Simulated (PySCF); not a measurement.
# UHF on Ti²⁺ (titanium, charge +2)

Configuration: [Ar] 3d1 4s1, high-spin 3D determinant (an excited configuration). Computed with PySCF 2.14 in def2-QZVPPD, with no relativity, point nucleus.

```json
{"Total energy": "-847.560216 hartree", "One-electron energy": "-1145.0119 hartree", "Hartree (Coulomb) energy": "337.9462 hartree", "Exchange energy": "-40.4945 hartree", "Kinetic energy": "847.38899 hartree", "⟨S²⟩": "2.0019", "⟨L²⟩": "6.021", "Sum of ⟨r⟩": "15.11 bohr", "Sum of ⟨r²⟩": "22.57 bohr²", "Traceless quadrupole moment −½Σ⟨3z² − r²⟩ along its main axis": "0.477 e·bohr²", "Density at the nucleus (Gaussians lack the cusp)": "7090 bohr⁻³", "Spin density at the nucleus": "4.48 bohr⁻³", "Langevin diamagnetic susceptibility": "-17.9 ×10⁻⁶ cm³/mol"}
```

```csv
shell,electrons,mean orbital energy (hartree),spread (hartree),"rms radius, mean of both spins (bohr)"
1s α,1,-184.14294,0,0.0812
1s β,1,-184.13798,0,0.0812
2s α,1,-22.33077,0,0.353
2s β,1,-22.30247,0,0.353
2p α,3,-18.69380,0.00105,0.321
2p β,3,-18.66996,0.02680,0.321
3s α,1,-3.75035,0,1.07
3s β,1,-3.66092,0,1.07
3p α,3,-2.65506,0.04976,1.15
3p β,3,-2.55964,0.07022,1.15
3d α,1,-1.23921,0,1.42
4s α,1,-0.80844,0,3.06
```

Spin-orbit constants ζ (cm⁻¹) from the X2C one-electron operator on these orbitals (non-relativistic here): bare nucleus, nucleus screened by l(l+1)(2l+1)/3 electrons, and screened by the Breit-Pauli mean field of the electrons.

| shell | bare | screened nucleus | mean field |
| --- | --- | --- | --- |
| 2p | 32400 | 29450 | 28080 |
| 3p | 3609 | 3281 | 3105 |
| 3d | 315.2 | 171.9 | 150.3 |

To first order the Landé constant is A = 75.13 cm⁻¹, so the lowest level has J = 1 and lies 0.0279 eV below the centre of the term. This holds in LS coupling only.
